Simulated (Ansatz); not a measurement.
Program: Ansatz. Geometries: PBE0-D4/def2-TZVP. ΔE: electronic, gas phase. CBS: MP2 limit from def2 TZ/QZ plus the TZ coupled-cluster correction, frozen cores. Functionals use def2-TZVPP. B3LYP here is the variant with VWN-RPA as its local correlation; programs differ in this. HSE06 is defined as in plane-wave codes. def2 core potentials past Kr. For Sn outer-core shells are correlated without core-valence functions, which leaves a few kJ/mol of doubt a bond. One conformer a species, not always the lowest.

`F[SiH2]C[SiH2]F` + `N[BH][SnH3]` → `F[SiH2][BH][SnH3]` + `NC[SiH2]F`  (redistribution)

```csv
level,ΔE (kJ/mol),difference from CCSD(T)/CBS
LDA (SPW92),276.6,4.4
PBE-D4,264.6,-7.6
revPBE-D4,260.0,-12.2
BLYP-D4,266.1,-6.1
r2SCAN-D4,275.3,3.1
PBE0-D4,268.0,-4.2
B3LYP-D4,269.8,-2.4
r2SCANh-D4,276.0,3.8
r2SCAN0-D4,276.9,4.7
BHLYP-D4,271.8,-0.4
CAM-B3LYP-D4,274.5,2.3
ωB97X-V,266.8,-5.4
ωB97M-V,278.0,5.8
B2PLYP,275.5,3.3
PBE-QIDH,276.3,4.1
PBE,264.3,-7.9
revPBE,259.3,-12.9
BLYP,265.4,-6.8
r2SCAN,275.2,3.0
PBE0,267.8,-4.4
B3LYP,269.3,-2.9
r2SCANh,276.0,3.8
r2SCAN0,276.8,4.6
HSE06,267.9,-4.3
CAM-B3LYP,274.3,2.1
LC-ωPBE,271.7,-0.5
RPA@PBE/def2-TZVPP,265.2,-7.0
HF/def2-SVP,258.2,-14.0
CCSD/def2-SVP,266.5,-5.7
CCSD(T)/def2-SVP,269.0,-3.2
HF/def2-TZVPP,262.5,-9.7
MP2/def2-TZVPP,285.8,13.6
SCS-MP2/def2-TZVPP,277.4,5.2
CCSD/def2-TZVPP,269.6,-2.6
CCSD(T)/def2-TZVPP,272.2,0.0
HF/def2-QZVPP,263.1,-9.1
MP2/def2-QZVPP,286.1,13.9
HF/CBS(def2),263.2,-9.0
MP2/CBS(def2),285.9,13.7
CCSD/CBS(def2),269.6,-2.6
CCSD(T)/CBS,272.2,0
```

Largest T1 diagnostic among the species: 0.014.

At CCSD(T), def2-SVP lies −3.2 kJ/mol from the extrapolated value and def2-TZVPP −0.0 kJ/mol. In def2-TZVPP, CCSD(T) changes the Hartree–Fock value by +9.7 kJ/mol (the triples alone add +2.6 kJ/mol) and MP2 by +23.4 kJ/mol.
